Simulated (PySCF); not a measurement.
Compound: C₆H₁₂ClFO.
SMILES with atom numbers: `[CH3:1][C:2]([CH3:3])([CH2:4][F:5])[O:6][CH2:7][CH2:8][Cl:9]` (hydrogens: H10, H11, H12 on C1; H13, H14, H15 on C3; H16, H17 on C4; H18, H19 on C7; H20, H21 on C8)

The same species was optimised twice, with GFN2-xTB and with PBE0-D3(BJ)/def2-SVP (PySCF), and the same property calculations (PySCF, gas phase) were run on both structures.

```csv
coordinate,GFN2-xTB,PBE0-D3(BJ)/def2-SVP,change
C2–C4 (Å),1.543,1.529,-0.014
C7–C8 (Å),1.521,1.508,-0.013
O6–C7 (Å),1.411,1.399,-0.012
C8–Cl9 (Å),1.779,1.789,+0.010
C1–C2 (Å),1.532,1.522,-0.010
C2–C3 (Å),1.532,1.525,-0.007
C4–F5 (Å),1.376,1.380,+0.004
C2–O6 (Å),1.423,1.420,-0.003
C2–O6–C7 (°),117.8,119.1,+1.3
C7–C8–Cl9 (°),110.6,111.8,+1.2
C3–C2–O6 (°),112.1,111.1,-1.0
C1–C2–C3 (°),110.5,111.4,+0.9
O6–C7–C8 (°),108.0,108.8,+0.8
C3–C2–C4 (°),110.6,110.9,+0.3
C2–C4–F5 (°),112.6,112.4,-0.2
C1–C2–C4 (°),108.2,108.0,-0.2
C1–C2–C4–F5 (°),158,164,+6
C1–C2–O6–C7 (°),-179,177,-4
C2–O6–C7–C8 (°),-154,-146,+8
O6–C7–C8–Cl9 (°),71,67,-4
```

Rotational constants: A = 1972, B = 782.1, C = 725.8 MHz (GFN2-xTB) against A = 1961, B = 818.6, C = 765.1 MHz (PBE0-D3(BJ)/def2-SVP). Point groups within 0.08 Å: C1 and C1.

On the GFN2-xTB structure: HOMO (eV) -7.53 [PBE0/pcSseg-1]; LUMO (eV) 1.07 [PBE0/pcSseg-1]; dipole (D) 2.15 [PBE0/pcSseg-1]; GIAO shielding of C1/C3 (mean) (ppm) 162.3 [PBE0/pcSseg-1]; GIAO shielding of C2 (ppm) 108.0 [PBE0/pcSseg-1]; GIAO shielding of C4 (ppm) 91.3 [PBE0/pcSseg-1]; GIAO shielding of F5 (ppm) 416.3 [PBE0/pcSseg-1]; GIAO shielding of O6 (ppm) 251.5 [PBE0/pcSseg-1]; GIAO shielding of C7 (ppm) 116.2 [PBE0/pcSseg-1]; GIAO shielding of C8 (ppm) 135.0 [PBE0/pcSseg-1]; GIAO shielding of Cl9 (ppm) 869.4 [PBE0/pcSseg-1].

Q: What do these properties become on the PBE0-D3(BJ)/def2-SVP structure?

A: 
| property | level | on GFN2-xTB | on PBE0-D3(BJ)/def2-SVP | change |
| --- | --- | --- | --- | --- |
| HOMO (eV) | PBE0/pcSseg-1 | -7.53 | -7.53 | 0.00 |
| LUMO (eV) | PBE0/pcSseg-1 | 1.07 | 1.01 | -0.06 |
| dipole (D) | PBE0/pcSseg-1 | 2.15 | 2.08 | -0.07 |
| energy, GFN2-xTB geometry as zero (kcal/mol) | PBE0/pcSseg-1 | 0.0 | -0.5 | -0.5 |
| GIAO shielding of C1/C3 (mean) (ppm) | PBE0/pcSseg-1 | 162.3 | 160.6 | -1.7 |
| GIAO shielding of C2 (ppm) | PBE0/pcSseg-1 | 108.0 | 110.0 | +2.0 |
| GIAO shielding of C4 (ppm) | PBE0/pcSseg-1 | 91.3 | 90.6 | -0.7 |
| GIAO shielding of F5 (ppm) | PBE0/pcSseg-1 | 416.3 | 414.7 | -1.6 |
| GIAO shielding of O6 (ppm) | PBE0/pcSseg-1 | 251.5 | 255.3 | +3.8 |
| GIAO shielding of C7 (ppm) | PBE0/pcSseg-1 | 116.2 | 118.4 | +2.2 |
| GIAO shielding of C8 (ppm) | PBE0/pcSseg-1 | 135.0 | 133.1 | -1.9 |
| GIAO shielding of Cl9 (ppm) | PBE0/pcSseg-1 | 869.4 | 868.4 | -1.0 |

The heavy atoms differ by 0.089 Å rms after alignment. Among bonds between heavy atoms C2–C4 and C7–C8 change most and about equally (-0.014 to -0.013 Å). Changes are differences of the printed values. Neither structure is proved a minimum here.

The values belong to the conformer `[CH3:1][C:2]([CH3:3])([CH2:4][F:5])[O:6][CH2:7][CH2:8][Cl:9]`: C1–C2–C4–F5 164°, C1–C2–O6–C7 177°, C2–O6–C7–C8 -146°, O6–C7–C8–Cl9 67°.
